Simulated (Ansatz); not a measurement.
C₂H₈GaN, charge -1, doublet, at a GFN2-xTB geometry (such geometries of metal compounds can be far from the true shape) (a state made from the parent by changing its charge; the spin is typed, not shown lowest) (a gas-phase anion, which may not be bound at this level). Base run: HF/6-31G (Ansatz, an electronic-structure program).

The Ansatz input:
Ansatz 0.2 input:
```yaml
crystal:
  periodic: [false, false, false]
  atoms:
    - {symbol: Ga, position_ang: [-0.16656750, 0.18406714, 0.35077608]}
    - {symbol: C, position_ang: [-1.28147702, -1.40896324, -0.47344622]}
    - {symbol: H, position_ang: [-0.74133276, -1.79709385, -1.34522646]}
    - {symbol: H, position_ang: [-2.27940183, -1.11347452, -0.82164914]}
    - {symbol: H, position_ang: [-1.42687604, -2.25388105, 0.21182952]}
    - {symbol: C, position_ang: [0.24596728, 1.48062425, -1.26442240]}
    - {symbol: H, position_ang: [0.67992935, 0.89162038, -2.08121695]}
    - {symbol: H, position_ang: [0.96653338, 2.27392132, -1.02758056]}
    - {symbol: H, position_ang: [-0.64524762, 1.97798458, -1.66788430]}
    - {symbol: N, position_ang: [1.55313057, -0.65612268, 0.60228937]}
    - {symbol: H, position_ang: [2.34465605, -0.06289626, 0.84329730]}
    - {symbol: H, position_ang: [1.60647643, -1.45936919, 1.22555838]}
basis:
  gaussian:
    orbitals: 6-31G
hamiltonian:
  xc: hf
total_charge: -1
magnetization: {spin_polarized: true, initial_magnetization: 1}
```

Variants of this job, named by their change:

```tsv
change	basis functions	E (Eh)
base	72	-2057.69647
basis = cc-pVDZ-DK; relativity = none	109	-2048.06262
basis = x2c-SVPall; relativity = spin-free X2C	114	-2076.63598
basis = x2c-SVPall; relativity = spin-free X2C; nucleus = Gaussian	114	-2076.62736
basis = x2c-SVPall; relativity = none	114	-2050.60530
basis = ANO-RCC-VDZP; relativity = none	109	-2047.00816
basis = cc-pVDZ-DK; relativity = spin-free X2C; nucleus = Gaussian	109	-2076.98137
basis = ANO-RCC-VDZP; relativity = spin-free X2C	109	-2077.12652
basis = ANO-RCC-VDZP; relativity = spin-free X2C; nucleus = Gaussian	109	-2077.11549
basis = cc-pVDZ-DK; relativity = spin-free X2C	109	-2076.99103
```

Totals shift with the method and basis; they matter in differences.

Ansatz warned in this series: the basis is contracted for relativity, which the run leaves out.

A gas-phase anion may not be bound at this level; its values then depend on the basis.

Basis sets contracted for a relativistic Hamiltonian are a mismatch without it, so the rows without relativity aren't non-relativistic limits. No row has spin-orbit coupling; sets with core potentials leave out the core electrons.
